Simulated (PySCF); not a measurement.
H₈N₂OSi₂, SMILES O[SiH2]N[SiH2]N. Atoms are numbered in the order given.

```xyz
13

N     -1.4764     1.5556    -1.6635
Si    -1.3991     0.0245    -0.8370
N     -0.4215    -0.1026     0.6251
Si     1.1170    -0.8908     0.8784
O      2.4187     0.1591     1.0884
H     -2.0960     2.2865    -1.3058
H     -0.6292     1.9708    -2.0592
H     -0.7947    -0.9772    -1.7757
H     -2.8293    -0.2762    -0.4856
H     -0.7910     0.3944     1.4447
H      1.3076    -1.7802    -0.3199
H      1.1118    -1.6596     2.1635
H      2.6056     0.7262     0.3200
```

The structure is a stationary point at PBE-D3(BJ)/def2-SVP. The structure was generated by enumeration, and PubChem lists no compound with its InChIKey, so it may never have been made. The values are those of a single conformer.

Level of theory: SMD-B3LYP/6-31G* in PySCF.

Solvation free energies are E(SMD) − E(gas) at the gas-phase geometry, for 1 M in both phases. In vacuum the dipole moment is 2.49 D.

Problem. Estimate the solvation free energies in water, ethanol, ethylethanoate. (Estimate from the structure and the level; the computed values follow.)

Solution. 
| solvent | ΔG(solv) (kcal/mol) | its non-electrostatic (CDS) part | dipole (D) |
|---|---|---|---|
| water | -6.6 | 4.7 | 3.24 |
| ethanol | -9.1 | 1.3 | 3.21 |
| ethylethanoate | -5.9 | 0.3 | 3.00 |
